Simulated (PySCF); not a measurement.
## Calculated data, AlFH$_{2}$OSi, BH$_{4}$OSi$_{2}$, CH$_{8}$AlBSi

Calculation on a computer-drawn molecule: optimised geometry and harmonic frequencies of an isolated molecule of the commonest isotopes, restricted reference for singlets and unrestricted otherwise, frozen core in MP2. Program: PySCF 2.14.0.

Common to all runs: charge 0; method HF; basis cc-pV(D+d)Z.

(1) AlFH$_{2}$OSi

Start structure:
```xyz
6
AlFH2OSi
F      0.7352    -1.6613    -2.1336
Al     0.3415    -0.1703    -2.7881
O     -0.8353     0.7701    -2.1091
Si    -1.8127     1.8018    -1.4264
H      1.2429     0.3871    -3.8234
H     -0.8756     2.7082    -0.6907
```

* multiplicity: 1
* rotational constants: 18.82, 1.934, 1.781 GHz
* total energy: -706.4556 hartree
* convergence status largest gradient component: 4.027e-05 hartree/bohr

Drawn bonds:
| atom | other atom | order |
| --- | --- | --- |
| 1 | 2 | 1 |
| 2 | 3 | 1 |
| 3 | 4 | 1 |
| 2 | 5 | 1 |
| 4 | 6 | 1 |

Optimised structure:
```xyz
6
AlFH2OSi
F      0.6741    -1.5783    -2.0237
Al     0.4403    -0.1379    -2.7914
O     -0.6941     0.9119    -2.1436
Si    -1.8767     1.8273    -1.4562
H      1.2598     0.1858    -4.0733
H     -1.0074     2.6268    -0.4831
```

Modes:
| frequency (cm⁻¹) | reduced mass (dalton) |
| --- | --- |
| 77.21 | 9.896 |
| 93.13 | 3.048 |
| 128.9 | 1.326 |
| 295.5 | 15.44 |
| 533 | 1.362 |
| 547.4 | 7.276 |
| 711.3 | 1.192 |
| 871.7 | 11.15 |
| 946.7 | 1.186 |
| 1116 | 11.68 |
| 2057 | 1.044 |
| 2089 | 1.044 |

(2) BH$_{4}$OSi$_{2}$

Start structure:
```xyz
8
BH4OSi2
B      0.8175    -0.9946     1.9093
Si     1.4776    -1.2989     0.1572
O      1.8531    -2.5470    -0.6514
Si     1.9300     0.7031    -0.8846
H      0.5346    -1.9401     2.6134
H      0.6570     0.0085     2.4474
H      1.6491     2.0165    -0.2686
H      2.4661     1.0352    -2.2064
```

* multiplicity: 2
* rotational constants: 6.361, 2.978, 2.072 GHz
* total energy: -679.6738 hartree
* spin squared: 0.7713
* convergence status largest gradient component: 8.991e-06 hartree/bohr

Drawn bonds:
| atom | other atom | order |
| --- | --- | --- |
| 1 | 2 | 1 |
| 2 | 3 | 2 |
| 2 | 4 | 1 |
| 1 | 5 | 1 |
| 1 | 6 | 1 |
| 4 | 7 | 1 |
| 4 | 8 | 1 |

Optimised structure:
```xyz
8
BH4OSi2
B      0.8136    -1.0562     1.9871
Si     1.6968    -1.1741     0.1617
O      2.1324    -2.4760    -0.4612
Si     2.1253     0.8709    -0.8832
H     -0.3673    -1.2138     2.1037
H      1.4587    -0.8194     2.9680
H      1.3004     2.0047    -0.4040
H      2.2251     0.8467    -2.3559
```

Modes:
| frequency (cm⁻¹) | reduced mass (dalton) |
| --- | --- |
| 126.7 | 1.388 |
| 135.7 | 1.758 |
| 161.3 | 1.113 |
| 220.4 | 5.94 |
| 241.4 | 3.539 |
| 389.7 | 2.627 |
| 467.5 | 1.622 |
| 529.4 | 1.302 |
| 639.4 | 1.374 |
| 669.9 | 4.138 |
| 942 | 1.393 |
| 987.5 | 1.077 |
| 1243 | 1.224 |
| 1286 | 8.983 |
| 2305 | 1.035 |
| 2342 | 1.048 |
| 2692 | 1.053 |
| 2780 | 1.125 |

(3) CH$_{8}$AlBSi

Start structure:
```xyz
12
CH8AlBSi
C     -1.5677     0.6829     1.6205
Si    -0.5541    -0.8239     0.9601
B      0.6149    -0.1069    -0.5196
Al     1.0252     1.8961    -0.5998
H     -2.3519     1.0064     0.8089
H     -0.9083     1.5252     1.7396
H     -2.0943     0.4440     2.5248
H     -1.5068    -1.8933     0.5917
H      0.2209    -1.3237     2.0422
H      0.9557    -0.9070    -1.3017
H      1.2779     2.7151     0.7621
H      1.1578     2.8338    -1.8422
```

- multiplicity: 1
- rotational constants: 7.414, 1.776, 1.503 GHz
- total energy: -598.0187 hartree
- convergence status largest gradient component: 1.508e-05 hartree/bohr

Drawn bonds:
| atom | other atom | order |
| --- | --- | --- |
| 1 | 2 | 1 |
| 2 | 3 | 1 |
| 3 | 4 | 1 |
| 1 | 5 | 1 |
| 1 | 6 | 1 |
| 1 | 7 | 1 |
| 2 | 8 | 1 |
| 2 | 9 | 1 |
| 3 | 10 | 1 |
| 4 | 11 | 1 |
| 4 | 12 | 1 |

Optimised structure:
```xyz
12
CH8AlBSi
C     -1.7611     0.5846     1.7693
Si    -0.6701    -0.7217     0.9484
B      0.7726     0.0012    -0.3041
Al     1.2202     2.0352    -0.8148
H     -2.2963     1.1769     1.0207
H     -1.1638     1.2695     2.3790
H     -2.5060     0.1215     2.4219
H     -1.5377    -1.6480     0.1679
H     -0.0004    -1.5228     2.0112
H      1.4421    -0.8711    -0.8037
H      2.2561     2.8823     0.0397
H      0.5138     2.7414    -2.0488
```

Modes:
| frequency (cm⁻¹) | reduced mass (dalton) |
| --- | --- |
| 38.17 | 1.621 |
| 79.21 | 3.617 |
| 142.6 | 1.053 |
| 192.9 | 1.102 |
| 242.8 | 3.534 |
| 357.3 | 1.086 |
| 412.5 | 1.151 |
| 443.4 | 3.787 |
| 599 | 1.243 |
| 628.9 | 1.068 |
| 675 | 2.764 |
| 713.5 | 1.65 |
| 748 | 1.57 |
| 784.3 | 2.049 |
| 834.8 | 1.073 |
| 942.6 | 1.504 |
| 955.1 | 1.246 |
| 967.7 | 1.256 |
| 1005 | 1.067 |
| 1391 | 1.246 |
| 1556 | 1.05 |
| 1559 | 1.05 |
| 1956 | 1.058 |
| 1962 | 1.026 |
| 2259 | 1.05 |
| 2265 | 1.03 |
| 2648 | 1.089 |
| 3161 | 1.036 |
| 3238 | 1.102 |
| 3248 | 1.101 |
